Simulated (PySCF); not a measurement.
Computed vibrations of [ReO2F2]−

[ReO2F2]− (singlet). PySCF 2.14.0, RKS PBE, Re def2-SVP with ECP60, O def2-SVP, F def2-SVP; non-relativistic Hamiltonian with scalar-relativistic core potentials where named; density fitting; no spin-orbit coupling. Central differences of gradients.

```xyz
5

Re    0.0635    0.0635    0.0000
O     1.7223   -0.1066    0.4518
O    -0.1066    1.7223   -0.4518
F    -1.8105   -0.1743    0.4402
F    -0.1743   -1.8105   -0.4402
```

Run from Python with OMP_NUM_THREADS=2. Where DIIS fails, smearing, a level shift and second-order steps follow.
It took 31 s on 2 threads of Intel(R) Xeon(R) 6975P-C (Granite Rapids) (shared host).

What are the harmonic wavenumbers and infrared intensities?

Modes are labelled in C2; negative numbers are unstable modes, those under 60 cm⁻¹ near the noise; a finer grid moves soft modes by up to 10 cm⁻¹.
```tsv
cm⁻¹	km/mol	symmetry
134	0.1	a
200	0.7	b
232	11.9	b
277	8.8	a
358	0.5	a
557	67.3	b
604	102.4	a
940	184.2	b
971	77.1	a
```

Is this a minimum?

Yes. Ideal gas at 298.15 K and 1 bar: S = 328.5 J/(mol K), Cp = 82.8 J/(mol K), H − H(0 K) = 17.7 kJ/mol (rigid rotor, harmonic modes, spin degeneracy alone).
